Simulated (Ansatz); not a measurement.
This geometry of CH₃NOTe (7 atoms, charge 0, multiplicity 1) is a first-order saddle point.

Theory: RKS B3LYP-D4/def2-SVP in Ansatz 0.2.0.

```xyz
7
Properties=species:S:1:pos:R:3
O -0.298 -1.508 -0.394
C 0.438 -0.786 0.246
N 0.357 0.566 0.331
Te -1.128 1.652 -0.674
H 1.290 -1.184 0.853
H 1.029 1.062 0.909
H -1.688 0.198 -1.271
```

Question: Which two structures does it join? (They come from a converged band through this point; their orientation in space is the band's.)

Answer: No bond is made or broken. The dihedral H6–N3–Te4–H7 goes from -96 to 97°. The two ends are copies of one structure, up to a mirror image or an exchange of like atoms.

First end point:

```xyz
7
Properties=species:S:1:pos:R:3
O 0.570 -1.518 -0.847
C 0.741 -0.807 0.112
N 0.226 0.448 0.297
Te -0.952 1.424 -1.093
H 1.366 -1.115 0.991
H 0.420 0.913 1.179
H -2.372 0.654 -0.637
```

Last end point:

```xyz
7
Properties=species:S:1:pos:R:3
O 0.344 -1.701 -0.579
C 0.771 -0.782 0.076
N 0.073 0.324 0.479
Te -1.930 0.632 0.073
H 1.832 -0.737 0.436
H 0.578 1.041 0.992
H -1.668 1.223 -1.477
```

Question: How far does it lie above each of them?

Answer: 2.5 kcal/mol above the first and 2.5 kcal/mol above the second. This is the barrier of this one path; another mechanism may lie lower.

Run time: 4.8 min on 1 thread of Arm Neoverse V1 (shared host), peak memory 0.26 GiB.
